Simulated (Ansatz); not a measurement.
Relaxation of ClH₃OSn (6 atoms, charge 0, multiplicity 1), to a largest force component of 0.02 eV/Å in at most 40 steps.

Method: RKS BHLYP/def2-SVP in Ansatz 0.2.0.

```xyz
6
Properties=species:S:1:pos:R:3
Sn 0.000 0.000 0.000
Cl 0.000 0.000 2.410
H 1.641 0.000 -0.579
H -0.820 1.420 -0.579
O -0.923 -1.599 -0.653
H -1.378 -2.065 0.120
```

Problem. Where does it end, and by what steps?

Solution. The forces met the threshold. The force dipped under the threshold on the way, but the program's further checks kept it going. After 14 steps the energy has fallen by 0.173 eV; H6 moved furthest, 0.31 Å.

```csv
step,energy less start (eV),largest force component (eV/Å),accepted
0,0.0000,2.195,yes
1,-0.0851,0.755,yes
2,-0.1648,0.159,yes
3,-0.1669,0.054,yes
4,-0.1674,0.018,yes
5,-0.1679,0.055,yes
6,-0.1668,0.351,no
7,-0.1687,0.044,yes
8,-0.1615,0.735,no
9,-0.1700,0.043,yes
10,-0.1705,0.211,yes
11,-0.1728,0.011,yes
12,-0.1608,0.997,no
13,-0.1728,0.117,yes
14,-0.1733,0.004,yes
```

```xyz
6
Properties=species:S:1:pos:R:3
Sn 0.047 0.020 0.009
Cl 0.080 0.080 2.361
H 1.638 -0.033 -0.562
H -0.937 1.313 -0.487
O -0.743 -1.699 -0.516
H -1.566 -1.925 -0.088
```

Run time: 47 s on 1 thread of Arm Neoverse V1 (shared host), peak memory 0.15 GiB.
